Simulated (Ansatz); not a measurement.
In₁₄P₁₃H₃₄⁻, a nanocrystal cut from wurtzite InP (hydrogen-capped). Total charge -1; singlet. Geometry PBE-D4/def2-SVP.

```xyz
61

In   -1.168    4.655    1.085
P    -1.719    3.578   -1.232
In   -0.423    3.708   -3.558
P    -3.813    1.072    1.401
In   -2.217    1.139   -0.752
P    -3.286   -0.332   -2.518
P     0.203    1.152   -3.734
In   -1.909   -0.032   -4.781
In   -4.050   -2.502   -1.278
P     1.277    3.750    1.251
In    3.307    3.919   -0.471
P    -0.757    1.250    3.939
In   -3.020    0.028    3.635
In    1.062    1.330    1.971
P    -0.123    0.003    0.149
P     3.551    1.338   -0.952
In    1.534   -0.009   -1.847
P    -2.178   -2.269    2.780
In   -0.462   -2.454    0.728
P    -1.688   -3.613   -1.163
P     1.991   -2.525   -2.227
In    0.077   -4.119   -3.096
P     3.086    0.038    2.782
In    5.041    0.382    1.003
In    2.157   -2.145    3.878
P     1.698   -3.415    1.642
In    3.313   -3.917   -0.419
H    -1.204    6.401    1.007
H    -2.110    3.751    2.284
H    -3.048    4.030   -1.534
H    -1.722    3.948   -4.705
H     0.972    4.720   -3.350
H    -4.300    2.374    1.740
H    -5.063    0.439    1.110
H    -4.498    0.408   -2.733
H     1.151    1.128   -4.813
H    -2.795    1.233   -5.603
H    -1.541   -1.608   -5.407
H    -4.450   -2.013    0.378
H    -5.152   -3.442   -2.258
H     1.789    4.310    2.469
H     2.767    4.804   -1.863
H     4.653    4.332    0.567
H    -1.090    2.560    4.408
H    -0.201    0.719    5.145
H    -4.133    0.035    4.973
H     4.442    1.307   -2.079
H    -3.358   -3.044    2.549
H    -1.689   -2.950    3.939
H    -1.918   -4.888   -0.543
H     2.906   -2.489   -3.334
H    -0.597   -3.585   -4.604
H     0.612   -5.740   -2.711
H     3.460    0.869    3.892
H     5.903    1.762    1.647
H     5.716   -1.172    0.625
H     0.571   -1.724    4.548
H     3.380   -2.950    4.834
H     1.222   -4.707    2.050
H     4.870   -3.234   -0.067
H     2.971   -5.594   -0.776
```

In the def2 sets In takes a core potential; there is no spin–orbit coupling. Single mean-field runs in def2-SVP, def2-TZVP are fitted with def2-universal-jkfit.

Q: Estimate the orbital energies around the gap (eV) in Ansatz with PBE-D4/def2-SVP, BLYP-D4/def2-TZVP, r2SCAN-D4/def2-TZVP, PBE0-D4/def2-SVP, PBE0-D4/def2-TZVP.

A: 
```json
{"orbital": "HOMO−5", "PBE-D4/def2-SVP": "-3.89", "BLYP-D4/def2-TZVP": "-3.82", "r2SCAN-D4/def2-TZVP": "-4.20", "PBE0-D4/def2-SVP": "-4.89", "PBE0-D4/def2-TZVP": "-4.93"}
{"orbital": "HOMO−4", "PBE-D4/def2-SVP": "-3.72", "BLYP-D4/def2-TZVP": "-3.64", "r2SCAN-D4/def2-TZVP": "-4.03", "PBE0-D4/def2-SVP": "-4.71", "PBE0-D4/def2-TZVP": "-4.76"}
{"orbital": "HOMO−3", "PBE-D4/def2-SVP": "-3.72", "BLYP-D4/def2-TZVP": "-3.64", "r2SCAN-D4/def2-TZVP": "-4.03", "PBE0-D4/def2-SVP": "-4.71", "PBE0-D4/def2-TZVP": "-4.76"}
{"orbital": "HOMO−2", "PBE-D4/def2-SVP": "-3.40", "BLYP-D4/def2-TZVP": "-3.33", "r2SCAN-D4/def2-TZVP": "-3.70", "PBE0-D4/def2-SVP": "-4.35", "PBE0-D4/def2-TZVP": "-4.40"}
{"orbital": "HOMO−1", "PBE-D4/def2-SVP": "-3.40", "BLYP-D4/def2-TZVP": "-3.33", "r2SCAN-D4/def2-TZVP": "-3.69", "PBE0-D4/def2-SVP": "-4.34", "PBE0-D4/def2-TZVP": "-4.40"}
{"orbital": "HOMO", "PBE-D4/def2-SVP": "-3.26", "BLYP-D4/def2-TZVP": "-3.21", "r2SCAN-D4/def2-TZVP": "-3.57", "PBE0-D4/def2-SVP": "-4.23", "PBE0-D4/def2-TZVP": "-4.30"}
{"orbital": "LUMO", "PBE-D4/def2-SVP": "-0.36", "BLYP-D4/def2-TZVP": "-0.40", "r2SCAN-D4/def2-TZVP": "-0.34", "PBE0-D4/def2-SVP": "0.32", "PBE0-D4/def2-TZVP": "0.20"}
{"orbital": "LUMO+1", "PBE-D4/def2-SVP": "-0.18", "BLYP-D4/def2-TZVP": "-0.24", "r2SCAN-D4/def2-TZVP": "-0.18", "PBE0-D4/def2-SVP": "0.51", "PBE0-D4/def2-TZVP": "0.37"}
{"orbital": "LUMO+2", "PBE-D4/def2-SVP": "-0.15", "BLYP-D4/def2-TZVP": "-0.16", "r2SCAN-D4/def2-TZVP": "-0.11", "PBE0-D4/def2-SVP": "0.51", "PBE0-D4/def2-TZVP": "0.39"}
{"orbital": "LUMO+3", "PBE-D4/def2-SVP": "-0.15", "BLYP-D4/def2-TZVP": "-0.16", "r2SCAN-D4/def2-TZVP": "-0.11", "PBE0-D4/def2-SVP": "0.52", "PBE0-D4/def2-TZVP": "0.39"}
{"orbital": "LUMO+4", "PBE-D4/def2-SVP": "0.18", "BLYP-D4/def2-TZVP": "0.11", "r2SCAN-D4/def2-TZVP": "0.14", "PBE0-D4/def2-SVP": "0.94", "PBE0-D4/def2-TZVP": "0.73"}
{"orbital": "LUMO+5", "PBE-D4/def2-SVP": "0.26", "BLYP-D4/def2-TZVP": "0.21", "r2SCAN-D4/def2-TZVP": "0.14", "PBE0-D4/def2-SVP": "0.95", "PBE0-D4/def2-TZVP": "0.73"}
```
